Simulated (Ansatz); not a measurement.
# Worked example: CBrCl3 + SnH2Cl → CBrCl2 + SnH2Cl2

Species: CBrCl3 (bromotrichloromethane) `ClC(Cl)(Cl)Br`, singlet; SnH2Cl `[Cl][SnH2]`, doublet; CBrCl2 `Cl[C](Cl)Br`, doublet; SnH2Cl2 `[Cl][SnH2][Cl]`, singlet. A radical takes Cl: the energy is the difference in strength between the C–Cl bond broken and the Sn–Cl bond made.

Shapes, held fixed at every level: PBE0-D4/def2-TZVP. Programs: Ansatz 0.2.0. The zero-point and thermal change to 298 K, harmonic and unscaled (PBE0-D4/def2-TZVP), is +2.1 kJ/mol.

At CCSD(T)/def2-TZVPP; 1 Eh = 2625.50 kJ/mol:

```
species   energy (Eh)
 CBrCl3  -3989.893192
 SnH2Cl   -674.578304
 CBrCl2  -3530.123351
SnH2Cl2  -1134.386865
```

Work out ΔH(298 K) of the reaction at this level.


1. Products less reactants: (-3530.123351) + (-1134.386865) − [(-3989.893192) + (-674.578304)] = -0.038720 Eh = -101.7 kJ/mol.
2. With the thermal change: -101.7 + (+2.1) = -99.6 kJ/mol.

Other levels give -117.8 (BHLYP-D4/def2-TZVPP) to -78.3 kJ/mol (SPW92/def2-TZVPP). No measured value is set beside it here. Open shells run unrestricted. For atoms past krypton def2 sets carry core potentials with scalar relativity. Relativity is left out for Br. Outer-core shells of Br, Sn are correlated in most correlated rows, in sets that cover them unevenly.
